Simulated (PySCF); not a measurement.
Rows and methods have been separated. Pair them.

Compound: phenyl isothiocyanate, C7H5NS.
Bonds: S1–C2 (double), C2–N3 (double), N3–C4, C4–C5 (aromatic), C5–C6 (aromatic), C6–C7 (aromatic), C7–C8 (aromatic), C8–C9 (aromatic), C4–C9 (aromatic). Hydrogens: H10 on C5; H11 on C6; H12 on C7; H13 on C8; H14 on C9.

The closed-shell ground state was solved 3 times with PySCF (density fitting, gas phase), always in the pcSseg-2 basis (401 functions), with these functionals: B97-2, KT3 and wB97X-D. Geometry: PBE0-D3(BJ)/def2-TZVP, one conformer, isolated molecule.

| row | total energy (Eh) | HOMO (eV) | LUMO (eV) | dipole (D) |
| --- | --- | --- | --- | --- |
| P | -722.7369 | -6.53 | -1.39 | 2.92 |
| Q | -722.7001 | -8.41 | 0.28 | 3.04 |
| R | -730.9610 | -5.83 | -2.11 | 2.77 |

Question: Which functional belongs to which row?

Answer: P = B97-2, Q = wB97X-D, R = KT3. By rising HOMO–LUMO gap: KT3 (GGA) 3.72 eV; B97-2 (global hybrid, 21 % exact exchange) 5.14 eV; wB97X-D (range-separated hybrid) 8.69 eV. Total energies of different functionals aren't bounds to one another; each is stationary for its own functional.

Shape of the structure used: `[S:1]=[C:2]=[N:3][c:4]1[cH:5][cH:6][cH:7][cH:8][cH:9]1`: C2–N3–C4–C5 180°.

Note: wB97X-D ran without an empirical dispersion term, which enters the total energy and its gradient alone.
